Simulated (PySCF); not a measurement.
## C₆ coefficients of unlike pairs at PBE

Calculated with PySCF 2.14 from the dipole response of each species, C₆(A,B) = (3/π) ∫ α_A(iu) α_B(iu) du, in atomic units, from isotropic polarisabilities. For ions this is the dispersion term alone; charge-induced terms of lower order in 1/R come first.

```tsv
species	configuration	basis	relativity	α (bohr³)	C₆ (like pair)
C⁺	[He] 2s2 2p1 (2P)	aug-cc-pCVQZ-DK (9s8p6d4f2g)	spin-free X2C	6.089	14.63
Cr²⁺	[Ar] 3d4 (5D)	def2-QZVPPD (11s6p5d3f2g)	none	4.282	12.70
Mg	[Ne] 3s2 (1S)	aug-cc-pCVDZ (6s5p3d)	none	73.76	656.0
Mg⁺	[Ne] 3s1 (2S)	aug-cc-pCVQZ-DK (10s9p7d5f3g)	spin-free X2C	33.38	143.5
```

**Question.** Estimate C₆ for Cr²⁺ with C⁺.

**Answer.** The integral gives 12.90. The combination rule 2 C_A C_B / (C_A α_B/α_A + C_B α_A/α_B) gives 13.11 and the geometric mean 13.63.

No spin-orbit coupling is included.

The other pairs:

```csv
pair,C₆
"Mg⁺, C⁺",39.86
"Mg⁺, Mg",306.4
"Mg, Cr²⁺",63.60
"Mg⁺, Cr²⁺",31.32
"Mg, C⁺",82.78
```
